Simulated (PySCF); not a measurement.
# Continuum solvent and chemical shifts

Numbering as in the mapped SMILES `[CH3:1][C:2]([CH3:3])([CH3:4])[CH2:5][CH2:6][NH2:7]` (H(Xn): hydrogen on atom n).

GIAO PBE0/pcSseg-1 in PySCF 2.14.0 with density-fitted response routines on one PBE0-D3(BJ)/def2-SVP conformer, non-relativistic, equivalent nuclei averaged. Solvents enter as an IEF-PCM continuum (chloroform with ε = 4.7, dimethylsulfoxide with ε = 46.8) around the gas-phase geometry. Shifts are referred to TMS computed in the same medium.

In chloroform, δ in ppm: C5 55.4, C6 41.8, C1/C3/C4 31.3, C2 30.3, H(C6) 2.54, H(C5) 1.03, H(C1)/H(C3)/H(C4) 0.89, H(N7) 0.24. Dipole moment 1.59 D.

Question: How does each δ change in the more polar medium?

Answer: 
```tsv
atoms	environment	Δδ, dimethylsulfoxide
C5	sp3 CH2	-0.3
C6	sp3 CH2 bonded to N	+0.2
C1/C3/C4	methyl carbon	+0.1
C2	quaternary sp3 carbon	+0.3
H(C6)	hydrogen on an sp3 CH2 bonded to N	-0.01
H(C5)	hydrogen on an sp3 CH2	+0.04
H(C1)/H(C3)/H(C4)	hydrogen on a methyl carbon	0.00
H(N7)	hydrogen on an amine nitrogen	+0.11
```

Changes are relative to chloroform. The dipole moment becomes 1.69 D in dimethylsulfoxide.

Question: Which nuclei move most (in ppm), and what does the model miss?

Answer: C5 (sp3 CH2, -0.3 ppm) and C2 (quaternary sp3 carbon, +0.3 ppm) in dimethylsulfoxide. A continuum only polarises the solute; specific hydrogen bonds, the anisotropy of aromatic solvents and changes of geometry or conformer are outside it.
